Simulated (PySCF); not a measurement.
C3H5N3, SMILES N=c1[nH]cc[nH]1.

Geometry optimised at B3LYP-D3(BJ)/def2-SVP.

Level of theory: TDDFT-LC-ωPBE/def2-SVPD run with PySCF.

Vertical excitations.  State labels are in the subgroup Cs.

```json
[
 {"state": "S1", "symmetry": "A\"", "energy (eV)": "5.56", "λ (nm)": "223", "f": "0.007", "main pairs": "HOMO→LUMO 86 %"},
 {"state": "S2", "symmetry": "A'", "energy (eV)": "5.89", "λ (nm)": "210", "f": "0.111", "main pairs": "HOMO→LUMO+2 97 %"},
 {"state": "S3", "symmetry": "A\"", "energy (eV)": "6.35", "λ (nm)": "195", "f": "0.003", "main pairs": "HOMO→LUMO+1 71 %, HOMO→LUMO+3 14 %"},
 {"state": "S4", "symmetry": "A'", "energy (eV)": "6.54", "λ (nm)": "190", "f": "0.295", "main pairs": "HOMO→LUMO+5 96 %"},
 {"state": "S5", "symmetry": "A\"", "energy (eV)": "6.60", "λ (nm)": "188", "f": "0.000", "main pairs": "HOMO→LUMO+3 66 %, HOMO→LUMO+1 17 %"},
 {"state": "S6", "symmetry": "A\"", "energy (eV)": "6.95", "λ (nm)": "178", "f": "0.023", "main pairs": "HOMO→LUMO+4 79 %"},
 {"state": "S7", "symmetry": "A\"", "energy (eV)": "7.39", "λ (nm)": "168", "f": "0.007", "main pairs": "HOMO→LUMO+6 54 %, HOMO→LUMO+7 18 %, HOMO→LUMO+4 11 %"},
 {"state": "S8", "symmetry": "A\"", "energy (eV)": "7.50", "λ (nm)": "165", "f": "0.005", "main pairs": "HOMO−1→LUMO+5 90 %"},
 {"state": "S9", "symmetry": "A\"", "energy (eV)": "7.89", "λ (nm)": "157", "f": "0.001", "main pairs": "HOMO→LUMO+7 63 %, HOMO→LUMO+6 19 %"},
 {"state": "S10", "symmetry": "A'", "energy (eV)": "7.91", "λ (nm)": "157", "f": "0.054", "main pairs": "HOMO−1→LUMO 44 %, HOMO−1→LUMO+3 31 %, HOMO−1→LUMO+1 10 %, HOMO−1→LUMO+4 7 %"},
 {"state": "T1", "symmetry": "A'", "energy (eV)": "3.69", "λ (nm)": "336", "f": "0", "main pairs": "HOMO→LUMO+2 83 %, HOMO−2→LUMO+2 13 %"},
 {"state": "T2", "symmetry": "A'", "energy (eV)": "4.79", "λ (nm)": "259", "f": "0", "main pairs": "HOMO→LUMO+5 87 %"},
 {"state": "T3", "symmetry": "A\"", "energy (eV)": "5.42", "λ (nm)": "229", "f": "0", "main pairs": "HOMO→LUMO 82 %"},
 {"state": "T4", "symmetry": "A\"", "energy (eV)": "6.23", "λ (nm)": "199", "f": "0", "main pairs": "HOMO→LUMO+1 62 %, HOMO→LUMO+3 18 %"}
]
```
Triplets are in the Tamm–Dancoff approximation, which puts them higher than full response would, so one can lie above its singlet here.
